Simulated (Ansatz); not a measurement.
`C[SiH]1C=N1` + NH₃ → `N[SiH]1C=N1` + CH₄ at 700 K and 1 bar (ligand exchange at the Si–C bond).

Isolated molecules relaxed with PBE0-D4/def2-TZVP in Ansatz; ΔE leaves out vibrations. CBS: MP2 limit from def2 TZ/QZ plus the TZ coupled-cluster correction, frozen cores. This one scheme is used for every species. Each species was taken in one conformer, which may not be the lowest.

| species | CCSD(T)/CBS energy (Eh) | H − E (kJ/mol) | S (J/(mol·K)) |
| --- | --- | --- | --- |
| `C[SiH]1C=N1` | -422.84347 | 231.9 | 397.2 |
| NH₃ | -56.50880 | 116.9 | 226.5 |
| `N[SiH]1C=N1` | -438.91336 | 201.9 | 389.9 |
| CH₄ | -40.46206 | 145.9 | 224.0 |

H − E and S are ideal-gas, rigid-rotor, harmonic terms from PBE0-D4/def2-TZVP, for one conformer and one mirror image of each species. 1 Eh = 2625.50 kJ/mol, R = 8.31446 J/(mol·K).

Task: By hand: ΔE, ΔH, ΔS and ΔG.

Result: ΔE = (-438.91336) + (-40.46206) − (-422.84347) − (-56.50880) = -0.02315 Eh = -60.8 kJ/mol. Δ(H − E) = 201.9 + 145.9 − 231.9 − 116.9 = -1.0, so ΔH = -61.8 kJ/mol. ΔS = 389.9 + 224.0 − 397.2 − 226.5 = -9.8 J/(mol·K). ΔG = -61.8 − 700 × (-9.8)/1000 = -54.9 kJ/mol.

Task: By hand: the equilibrium constant, and the temperature at which ΔG would vanish if ΔH and ΔS stayed fixed.

Result: log₁₀ K = −ΔG/(RT ln 10) = 4.1. ΔG = 0 at ΔH/ΔS = 6306 K, far beyond where these terms or the molecules hold.

The number of gas molecules stays the same, so ΔS is small and ΔH decides. A doubt of 5 kJ/mol in ΔE shifts log₁₀ K by 0.4 here. Other conformers and mirror images would add mixing entropy, several J/(mol·K) or more a flexible species. These are equilibria of isolated gas molecules and say nothing of rates. Largest T1 diagnostic: 0.014 (customary marks: 0.02 for closed shells, 0.045 for open ones).
